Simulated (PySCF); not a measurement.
C3H9PSe: core ionisation energies

Trimethylphosphine selenide, C₃H₉PSe.
Numbering: `[CH3:1][P:2]([CH3:3])([CH3:4])=[Se:5]`

Structure used (PBE0-D3(BJ)/def2-SVP), in Å, numbered top down from 1:
```
atom  x, y, z in Å
C1     0.7871   -1.4211   -0.4029
P2     0.2698    0.0773    0.4979
C3     0.5087    1.4354   -0.6945
C4    -1.5408   -0.0859    0.6424
Se5    1.2629    0.3616    2.3247
H6     0.2459   -1.5333   -1.3550
H7     0.5984   -2.2920    0.2409
H8     1.8687   -1.3599   -0.5873
H9     0.1496    2.3663   -0.2336
H10   -0.0291    1.2496   -1.6372
H11    1.5851    1.5406   -0.8896
H12   -2.0125   -0.2226   -0.3430
H13   -1.7617   -0.9481    1.2872
H14   -1.9336    0.8195    1.1253
```

Method: PySCF, delta-SCF UKS SCAN, pcX-2 on the ionised atom, pcseg-1 elsewhere, spin-free X2C. Each binding energy is the total energy of the core-ionised species, with the hole localised on one atom, minus that of the ground state; both are solved self-consistently, so orbital relaxation is included.

Question: Give the core binding energies atom by atom.

Answer: 
```json
{"atom(s)": "P2", "environment": "phosphorus bonded to 3 C and Se", "level": "P 1s", "binding energy (eV)": "2151.48", "2p1/2 (eV)": "–", "count": "1"}
{"atom(s)": "C1/C3/C4", "environment": "sp3 carbon bound to phosphorus", "level": "C 1s", "binding energy (eV)": "290.90", "2p1/2 (eV)": "–", "count": "3"}
{"atom(s)": "P2", "environment": "phosphorus bonded to 3 C and Se", "level": "P 2p3/2", "binding energy (eV)": "137.65", "2p1/2 (eV)": "138.53", "count": "1"}
```

Question: Which photon energy gives electrons from P 2p3/2 of P2 a kinetic energy of 200 eV, and what is their de Broglie wavelength?

Answer: hν = 137.65 + 200 = 337.65 eV, recoil neglected; λ = 12.264 Å/√(E/eV) = 0.87 Å.

The first atom of each set that the bonding makes equivalent was ionised and stands for the set. Spin–orbit and ligand-field terms were added within each 2p shell after the spin-free SCF. 2p1/2 minus 2p3/2 (ligand field included): P 0.89 eV. No level of selenium is listed. Geometry: PBE0-D3(BJ)/def2-SVP; no solvent, vibrations or thermal averaging.
